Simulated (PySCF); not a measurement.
Excitations are Tamm–Dancoff values on a coarser integration grid. The basis has no diffuse functions, so Rydberg states are missing or too high.

Cartesian coordinates (Å):
```xyz
20

C      2.3872     0.7422    -0.6694
C      1.7122    -0.1530     0.3721
Sn    -0.4653    -0.1929     0.1905
C     -0.9953    -0.9294    -1.7876
C     -1.3313    -1.4851     1.7114
C     -1.2301     1.8312     0.4239
H      2.0498     1.7891    -0.5890
H      3.4858     0.7479    -0.5602
H      2.1672     0.4104    -1.6980
H      1.9531     0.1815     1.3948
H      2.0704    -1.1926     0.2899
H     -0.6253    -1.9567    -1.9242
H     -0.5500    -0.2885    -2.5634
H     -2.0881    -0.9284    -1.9159
H     -2.4269    -1.5082     1.6119
H     -1.0763    -1.1152     2.7159
H     -0.9459    -2.5102     1.6047
H     -0.7903     2.4934    -0.3370
H     -0.9764     2.2225     1.4208
H     -2.3245     1.8421     0.3089
```
Charge 0, multiplicity 1.

Problem. Estimate the dipole moment, S1–T1 gap (TDA), S1 oscillator strength, total energy and HOMO that PBE-D3(BJ)/def2-TZVP // B3LYP-D3(BJ)/def2-SVP (PySCF) returns for this input.

Solution. 
```yaml
dipole_moment: 0.16 D
S1–T1 gap (TDA): 0.32 eV
S1 oscillator strength: 0.033
total_energy: -413.0471 Ha
HOMO: -6.03 eV
```
